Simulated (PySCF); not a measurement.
C3H5F3Si.
Cartesian coordinates in Å at the PBE0-D3(BJ)/def2-SVP level; atoms count from 1:
```
atom  x, y, z in Å
C1    -2.005   -0.403   -0.139
C2    -0.829   -0.581    0.465
C3     0.211    0.481    0.655
Si4    1.615    0.250   -0.518
F5     2.247   -1.218   -0.383
F6     1.166    0.434   -2.045
F7     2.794    1.303   -0.250
H8    -2.309    0.574   -0.527
H9    -2.706   -1.231   -0.266
H10   -0.564   -1.581    0.828
H11   -0.204    1.489    0.493
H12    0.629    0.458    1.676
```

Jobs on this species (12 atoms, 64 electrons) with PySCF (density fitting). Hardware of each: an Arm Neoverse V2 with one thread (shared host). The host was shared with other jobs, so the times are rough. Peak memory is the resident size of the whole Python process, interpreter and libraries included.

```
                                                                 level and settings                                                          work  basis functions  SCF cycles  wall time  peak memory
    delta-SCF UKS PBE0, pcX-2 on the ionised atom, pcseg-1 elsewhere, spin-free X2C                                 ΔSCF core ionisation, 6 holes              169           ?          ?            ?
 delta-SCF UKS SCAN, pcX-2 on the ionised atom, pcseg-1 elsewhere, non-relativistic                                 ΔSCF core ionisation, 6 holes              169           ?          ?            ?
    delta-SCF UKS SCAN, pcX-1 on the ionised atom, pcseg-1 elsewhere, spin-free X2C                                 ΔSCF core ionisation, 6 holes              149         103       34 s     0.56 GiB
   delta-SCF UKS B3LYP, pcX-2 on the ionised atom, pcseg-1 elsewhere, spin-free X2C                                 ΔSCF core ionisation, 6 holes              169          87       53 s     0.71 GiB
    delta-SCF UKS SCAN, pcX-2 on the ionised atom, pcseg-1 elsewhere, spin-free X2C                                 ΔSCF core ionisation, 6 holes              169         104       42 s     0.62 GiB
                                                 PBE0-D3(BJ)/def2-SVP, grid level 1  geometry optimisation from a GFN2-xTB start shaken at random              127          76       71 s     0.53 GiB
     delta-SCF UKS PBE, pcX-2 on the ionised atom, pcseg-1 elsewhere, spin-free X2C                                 ΔSCF core ionisation, 6 holes              169          96       25 s     0.64 GiB
delta-SCF UKS SCAN, def2-TZVP on the ionised atom, pcseg-1 elsewhere, spin-free X2C                                 ΔSCF core ionisation, 6 holes              146         102       39 s     0.56 GiB
      delta-SCF UKS HF, pcX-2 on the ionised atom, pcseg-1 elsewhere, spin-free X2C                                 ΔSCF core ionisation, 6 holes              169          95       38 s     0.63 GiB
```

**Question.** Fill in the missing figures.

**Answer.** 
- delta-SCF UKS PBE0, pcX-2 on the ionised atom, pcseg-1 elsewhere, spin-free X2C; ΔSCF core ionisation, 6 holes: 52 s, 0.71 GiB, 87 SCF cycles
- delta-SCF UKS SCAN, pcX-2 on the ionised atom, pcseg-1 elsewhere, non-relativistic; ΔSCF core ionisation, 6 holes: 41 s, 0.69 GiB, 104 SCF cycles

**Question.** What do all jobs in the table cost together?

**Answer.** About 6.6 min; the longest takes about 18 % of that, and about 2.8 times as long as the shortest.
